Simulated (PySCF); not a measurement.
## Ionisation energy of Ba by level of theory

Ba [Xe] 6s2 (1S) → Ba⁺ [Xe] 6s1 (2S), as a difference of total energies. All numbers are calculated (PySCF 2.14, scalar relativity through the core potential, in def2-QZVPPD with the def2 core potential (46 electrons)). Correlated levels: valence: 5s2 5p6 frozen; valence and next inner shell: nothing frozen outside the core potential. The calculations carry no spin-orbit coupling.

```json
{"method": "UHF", "ionisation energy (eV)": "4.260", "error (eV)": "-0.952"}
{"method": "LDA", "ionisation energy (eV)": "5.346", "error (eV)": "+0.134"}
{"method": "PBE", "ionisation energy (eV)": "5.180", "error (eV)": "-0.032"}
{"method": "PBE0", "ionisation energy (eV)": "5.098", "error (eV)": "-0.114"}
{"method": "r2SCAN", "ionisation energy (eV)": "4.914", "error (eV)": "-0.298"}
{"method": "LC-wPBE", "ionisation energy (eV)": "4.904", "error (eV)": "-0.308"}
{"method": "TPSSh", "ionisation energy (eV)": "5.052", "error (eV)": "-0.160"}
{"method": "B97-3", "ionisation energy (eV)": "5.290", "error (eV)": "+0.078"}
{"method": "PBEsol", "ionisation energy (eV)": "5.157", "error (eV)": "-0.055"}
{"method": "MP2 (valence)", "ionisation energy (eV)": "4.726", "error (eV)": "-0.486"}
{"method": "SCS-MP2 (valence)", "ionisation energy (eV)": "4.819", "error (eV)": "-0.393"}
{"method": "MP2 (valence and next inner shell)", "ionisation energy (eV)": "5.046", "error (eV)": "-0.166"}
{"method": "SCS-MP2 (valence and next inner shell)", "ionisation energy (eV)": "5.072", "error (eV)": "-0.140"}
```

Reference: 5.212 eV (measured; NIST Atomic Spectra Database, ionization energies).

Errors of the correlated levels include the incompleteness of this basis and the frozen core.
